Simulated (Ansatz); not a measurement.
Two structures of AlNH4Cl2, singlet, reached by relaxing down either side of one saddle point (PBE0-D4/def2-TZVP). Energies are electronic, without zero-point energy. Ansatz 0.2.0; basis: def2-TZVPP and def2-QZVPP; cores frozen in the correlated methods. Extrapolation: Hartree–Fock as exp(−7.88 √X), correlation as X^−2.97. First:

```xyz
8
angstrom
Al -0.7603 0.2651 0.6233
H -0.7304 1.8216 0.8771
Cl -2.3347 -0.4961 -0.5955
Cl -0.1859 -0.9998 2.2399
H 1.3156 0.7515 -0.8638
N 0.7999 -0.0889 -0.6220
H 0.4551 -0.5113 -1.4797
H 1.4407 -0.7419 -0.1794
```

Second:

Al1  (-0.496, -0.473, 0.292)
H2  (-0.440, 1.955, 0.681)
Cl3  (-2.409, -0.198, -0.496)
Cl4  (-0.251, -0.704, 2.352)
H5  (0.143, 1.837, 0.218)
N6  (0.862, -0.728, -0.782)
H7  (0.799, -0.729, -1.787)
H8  (1.792, -0.961, -0.477)
(Å)

Q: Which bonds change from the first to the second?

A: AlHCl₂ ([Cl][AlH][Cl]) + NH₃ → AlNH₂Cl₂ ([NH2][Al]([Cl])[Cl]) + H₂; bonds formed: H2–H5; dative contacts that become bonds: Al1–N6; bonds broken: Al1–H2, H5–N6.

Q: Give the saddle point's structure and its height above each. (To be estimated.)

A: The calculation gives: 1.603 eV above the first and 0.906 eV above the second (CCSD(T) at an estimated basis limit (MP2 extrapolated from triple and quadruple zeta, plus CCSD(T) − MP2 in triple zeta)).
Al1  (-0.663, -0.146, 0.477)
H2  (-0.153, 1.559, 0.393)
Cl3  (-2.528, -0.317, -0.455)
Cl4  (-0.343, -0.829, 2.427)
H5  (0.484, 1.036, -0.183)
N6  (0.809, -0.259, -0.659)
H7  (0.701, -0.406, -1.654)
H8  (1.693, -0.638, -0.346)
(Å)

No T1 diagnostic of these runs exceeds 0.010. The start structure is not quite a true minimum (one mode of 75i cm⁻¹).

The step is the kind of exchange with an N–H group that builds nitride films in atomic layer and chemical vapour deposition.

Labels in which every atom is bracketed show which atoms are joined, not bond orders.

For scale, one of the runs: CCSD(T)/def2-TZVPP, 213 basis functions, launched by `ansatz run in.yaml --threads 4 --pin off --events-out ev --progress --plain --max-ram 9574MiB`. The run took 51 s on 4 CPU threads of an Arm Neoverse V1 (shared host), with 2.7 GiB of host memory at its peak.
